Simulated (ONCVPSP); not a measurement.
Pseudopotential generation for chromium: ONCV, PBE, scalar-relativistic.

```json
{
  "Element": "Cr (Z = 24)",
  "Generator": "ONCVPSP 4.0.1",
  "Type": "optimised norm-conserving Vanderbilt (ONCV)",
  "Functional": "PBE",
  "Relativity": "scalar-relativistic",
  "Frozen core": "[Ar]",
  "Valence charge": "6",
  "Reference configuration": "3d5 4s0.75 4p0.25",
  "Partial waves": "4s: rc 2.85 bohr, ncon 4, nbas 7, qcut 1.8 1/bohr, 2 projectors, debl 3 Ha; 4p: rc 3.85 bohr, ncon 4, nbas 7, qcut 2.5 1/bohr, 2 projectors, debl 3.7 Ha; 3d: rc 2.25 bohr, ncon 3, nbas 8, qcut 5.5 1/bohr, 1 projector; f scattering state at 0.14 Ha: rc 2.95 bohr, ncon 4, nbas 7, qcut 4.1 1/bohr, 1 projector",
  "Local potential": "polynomial inside 2.10 bohr (lpopt 5, dvloc0 2 Ha)",
  "Core correction": "Teter function, fcfact 3.7, rcfact 1.15"
}
```

All-electron outer shells of the reference configuration (PBE, scalar-relativistic, ld1.x):

```json
{"shell": "3s", "level (eV)": "-74.36", "outermost node (bohr)": "0.36", "outermost maximum (bohr)": "0.78"}
{"shell": "3p", "level (eV)": "-45.82", "outermost node (bohr)": "0.33", "outermost maximum (bohr)": "0.80"}
{"shell": "4s", "level (eV)": "-4.27", "outermost node (bohr)": "1.12", "outermost maximum (bohr)": "2.74"}
{"shell": "3d", "level (eV)": "-3.28", "outermost node (bohr)": "–", "outermost maximum (bohr)": "0.84"}
{"shell": "4p", "level (eV)": "-1.20", "outermost node (bohr)": "1.25", "outermost maximum (bohr)": "3.89"}
```

Question: Does the generator finish with these settings?

Answer: Yes, a potential is produced and its reference levels are reproduced.

Question: Estimate the cutoffs (Ha) at which the residual kinetic energy of the hardest occupied pseudo-wave falls to 1 and 0.1 mHa per electron.

Answer: 14 Ha and 37 Ha.

Question: What does a ghost test show?

Answer: No bound ghost flagged; GHOST(+) flagged for p at 82.8 eV, s at 115.0 eV.

Question: Which valence shell sets the plane-wave cutoff?

Answer: 3d: 14 Ha for 1 mHa per electron, against 7 Ha for 4s.

Its largest configuration-test error is +25 meV (3d5 4s0 4p0). 1 of 4 tests not solved or not reliable.
